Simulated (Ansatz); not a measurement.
System: H3BNO2, charge 0, multiplicity 2. SMILES: [NH]B(O)O

Atoms: N1, B2, O3, O4, H5, H6, H7. Bonds: N1-B2, N1-H5, B2-O3, B2-O4, O3-H6, O4-H7.

Bond lengths (Å) and angles (degrees) optimised at HF/STO-3G with Ansatz (a quantum-chemistry and plane-wave program); B3LYP/6-31G* with Ansatz; MP2/6-31G* with Ansatz, each started from the B3LYP-D3(BJ)/def2-TZVP structure (Ansatz) of the last column. A row stands for all coordinates that are equal there; 7 of 8 kinds are shown. 6-31G* holds six Cartesian d functions. At B3LYP/6-31G* the structure is a saddle point. No wavenumbers were computed at HF/STO-3G, MP2/6-31G*, so these may be saddle points.

```
coordinate  HF/STO-3G  B3LYP/6-31G*  MP2/6-31G*  B3LYP-D3(BJ)/def2-TZVP
----------  ---------  ------------  ----------  ----------------------
N1-B2           1.497         1.458       1.459                   1.452
N1-H5           1.051         1.025       1.022                   1.019
B2-O3           1.361         1.375       1.379                   1.372
O3-H6           0.983         0.967       0.969                   0.961
N1-B2-O3        117.4         117.3       117.1                   117.3
O3-B2-O4        125.0         125.3       125.7                   125.4
B2-N1-H5        108.4         114.6       114.5                   116.4
```

Mean signed difference of all 6 bond lengths from B3LYP-D3(BJ)/def2-TZVP: HF/STO-3G 0.016 Å, B3LYP/6-31G* 0.005 Å, MP2/6-31G* 0.007 Å.
